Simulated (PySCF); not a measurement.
TaOF2, SMILES [Ta]([F])(=[O])[F] (connectivity only; charge and spin as stated), neutral, multiplicity 2. Atoms are numbered in the order given.

```xyz
4

Ta    -0.0455     0.0020     0.0000
O      0.1266    -1.7162     0.0000
F      0.1285     0.7545     1.7285
F      0.1285     0.7545    -1.7285
```
Charge 0, spin multiplicity 2.

Geometry: PBE-D3(BJ)/def2-TZVP. The spin state was assumed, not searched. The isomer is the one that the SMILES or the coordinates give; other isomers of the formula were not compared. The def2 effective core potentials stand for the cores of Ta; spin–orbit coupling is left out.

Method: TDA-PBE0/def2-SVPD (PySCF).

Vertical excitations. The molecule is in vacuum.

Computed excitation energies, oscillator strengths and character:
```
state    energy (eV)  λ (nm)      f                                                                      main pairs
-------  -----------  ------  -----  ------------------------------------------------------------------------------
root 1          1.97     628  0.000                                                                α HOMO→LUMO 99 %
root 2          2.91     426  0.016                                                              α HOMO→LUMO+1 96 %
root 3          4.85     256  0.001                                                                β HOMO→LUMO 98 %
root 4          5.11     243  0.008                       α HOMO−1→LUMO 10 %, α HOMO→LUMO+2 7 %, β HOMO−1→LUMO 68 %
root 5          5.19     239  0.029  α HOMO→LUMO+2 52 %, α HOMO→LUMO+3 11 %, α HOMO→LUMO+4 10 %, β HOMO−2→LUMO 20 %
root 6          5.26     235  0.002                                          α HOMO−1→LUMO 76 %, β HOMO−1→LUMO 13 %
root 7          5.29     234  0.001                                                              α HOMO→LUMO+5 89 %
root 8          5.31     233  0.010   α HOMO→LUMO+2 12 %, α HOMO−1→LUMO 6 %, β HOMO−2→LUMO 66 %, β HOMO−1→LUMO 10 %
root 9          5.46     227  0.000                                         α HOMO−1→LUMO+1 81 %, β HOMO→LUMO+2 7 %
root 10         5.48     226  0.004                α HOMO−2→LUMO+1 49 %, β HOMO−1→LUMO+2 19 %, β HOMO−2→LUMO+2 14 %
```
Unrestricted roots are not spin-pure.
